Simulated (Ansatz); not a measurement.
Program: Ansatz. Geometries: PBE0-D4/def2-TZVP. ΔE: electronic, gas phase. CBS: MP2 limit from def2 TZ/QZ plus the TZ coupled-cluster correction, frozen cores. This one scheme is used for every species. DFT in def2-TZVPP. For K outer-core shells are correlated without core-valence functions, which leaves a few kJ/mol of doubt a bond. Scalar relativity is left out up to krypton. One conformer a species, not always the lowest.

Consider the substitution at a C–C bond: `C[CH2][Al]([SH])[SH]` + `[OH][K]` → `C[O][K]` + `[CH3][Al]([SH])[SH]`.

Question: Is it downhill or uphill in electronic energy at CCSD(T)/CBS, and by how much? (Estimate.)

Answer: The calculation gave: Uphill: ΔE = +41.2 kJ/mol.

Question: What do these levels give: ωB97M-V, B2PLYP, PBE0, CCSD(T)/def2-TZVPP, MP2/def2-QZVPP, HF/CBS(def2)? (Estimate.)

Answer: The calculation gave: ωB97M-V 33.4, B2PLYP 29.6, PBE0 28.3, CCSD(T)/def2-TZVPP 33.7, MP2/def2-QZVPP 45.7, HF/CBS(def2) 20.6 kJ/mol.

Largest T1 diagnostic among the species: 0.012.

In def2-TZVPP, CCSD(T) changes the Hartree–Fock value by +14.6 kJ/mol (the triples alone add +0.9 kJ/mol) and MP2 by +21.8 kJ/mol. The D4 term adds +5.1 kJ/mol with B3LYP and +3.0 kJ/mol with PBE0; it sums over pairs of atoms, weighted by their polarisabilities, and B3LYP, whose exchange is more repulsive, gets the larger term.

B3LYP here is the variant with VWN-RPA as its local correlation; programs differ in this.
